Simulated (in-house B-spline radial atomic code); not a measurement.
# B3LYP (VWN-RPA) excitations of Zr⁴⁺

Method: B3LYP (VWN-RPA). Computed with a B-spline radial code for spherical atoms: linear response of the closed shell [Ar] 3d10 4s2 4p6 with the functional's adiabatic kernel; scalar-relativistic (spin-free one-electron X2C), finite nucleus, no spin-orbit coupling, no double excitations, S, P, D and F terms only; shells from n = 2 respond. Only terms of natural parity with L up to 3 were computed.

Command:
```bash
python run_td.py task.json out
```
Settings (radii: box in bohr, nucleus in fm):
```
Z                        40
electrons                36
configuration            [Ar] 3d10 4s2 4p6
hamiltonian              x2c
method                   b3lyp
box_radius               19.1
rms_radius               4.2694
intervals                71
```

Run time, properties included: 1.6 s on 1 thread of Intel(R) Xeon(R) Platinum 8488C (Sapphire Rapids), with other jobs on the host.

The lowest states, in the order of their Tamm-Dancoff energies; the method's threshold (minus the highest occupied level) is 74.60 eV. Labels give the largest channel, * marks a mixed state, and oscillator strengths are full-response dipole values. Semilocal kernels can invert the small singlet-triplet splittings of Rydberg terms. Energies in eV:

```json
{"state": "4p → 4d 3P", "full response": "30.38", "Tamm-Dancoff": "30.45", "oscillator strength": "-"}
{"state": "4p → 4d 3F", "full response": "?", "Tamm-Dancoff": "?", "oscillator strength": "-"}
{"state": "4p → 4d 1F", "full response": "33.02", "Tamm-Dancoff": "33.03", "oscillator strength": "-"}
{"state": "4p → 5s 3P", "full response": "39.13", "Tamm-Dancoff": "39.14", "oscillator strength": "-"}
{"state": "4p → 5s 1P", "full response": "?", "Tamm-Dancoff": "?", "oscillator strength": "?"}
{"state": "4p → 4d 1P", "full response": "40.21", "Tamm-Dancoff": "41.51", "oscillator strength": "5.83"}
{"state": "4p → 5p 3S", "full response": "45.00", "Tamm-Dancoff": "45.02", "oscillator strength": "-"}
{"state": "4p → 5p 3D", "full response": "45.45", "Tamm-Dancoff": "45.46", "oscillator strength": "-"}
{"state": "4p → 5p 1D", "full response": "45.84", "Tamm-Dancoff": "45.85", "oscillator strength": "-"}
{"state": "4p → 5p 1S", "full response": "47.97", "Tamm-Dancoff": "48.15", "oscillator strength": "-"}
```

(1) Where does 4p → 5s 1P lie?

(2) Where does 4p → 4d 3F lie?

(3) How large is the singlet-triplet splitting of 4p → 4d (F terms) in Tamm-Dancoff?

(4) What polarisabilities and dispersion coefficient does the method give?

## Answers

(1) At 39.74 eV in full response, 39.77 eV in Tamm-Dancoff, oscillator strength 0.0919.

(2) At 30.75 eV in full response, 30.87 eV in Tamm-Dancoff.

(3) 2.16 eV, from the unrounded values.

(4) Dipole 2.993 bohr³, quadrupole 5.942 bohr⁵, C6 10.8 hartree·bohr⁶ for two such species.
